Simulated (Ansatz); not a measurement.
Consider the isomerisation: `ClC1C[SiH2][SiH2]1` → `C=C[SiH2][SiH2]Cl`.

Computed with Ansatz on PBE0-D4/def2-TZVP structures; ΔE is electronic, products minus reactants. CCSD(T)/CBS adds triple-zeta CCSD(T) − MP2 to the extrapolated MP2 energy (def2 sets, frozen cores). Functionals use def2-TZVPP. Each species was taken in one conformer, which may not be the lowest.

**Question.** Is it downhill or uphill in electronic energy at CCSD(T)/CBS, and by how much? (Best estimate.)

**Answer.** The calculation gave: Downhill: ΔE = -119.6 kJ/mol.

**Question.** What do these levels give: LDA (SPW92), B97M-V, PBE0-D4, r2SCANh-D4, CAM-B3LYP-D4, ωB97X-V, PBE-QIDH, r2SCAN, r2SCAN0, BHLYP, CCSD/def2-TZVPP, HF/def2-QZVPP? (An estimate is asked.)

**Answer.** Ansatz gave: LDA (SPW92) -75.7, B97M-V -121.2, PBE0-D4 -104.0, r2SCANh-D4 -115.1, CAM-B3LYP-D4 -125.5, ωB97X-V -109.8, PBE-QIDH -104.4, r2SCAN -117.0, r2SCAN0 -113.8, BHLYP -138.2, CCSD/def2-TZVPP -123.9, HF/def2-QZVPP -164.2 kJ/mol.

**Question.** What do rigid-rotor, harmonic-oscillator terms from PBE0-D4/def2-TZVP frequencies (298.15 K, 1 bar) make of the CCSD(T)/CBS value? (Best estimate.)

**Answer.** Ansatz gave: ΔZPE = -3.1 kJ/mol, ΔH = -119.2 kJ/mol, ΔS = 40 J/(mol·K), ΔG = -131.2 kJ/mol. Modes under 50 cm⁻¹ make the entropy rough.

Largest T1 diagnostic among the species: 0.012.

The D4 term adds +8.3 kJ/mol with B3LYP and +3.7 kJ/mol with PBE0; it sums over pairs of atoms, weighted by their polarisabilities, and B3LYP, whose exchange is more repulsive, gets the larger term. Leaving LDA and LC-ωPBE aside and taking each functional with its dispersion term where it has one, the values, not all of them listed here, spread over 28.5 kJ/mol, from BLYP-D4 to PBE0-D4. LDA lies +33.9 kJ/mol from PBE without D4.

B3LYP here is the variant with VWN-RPA as its local correlation; programs differ in this.
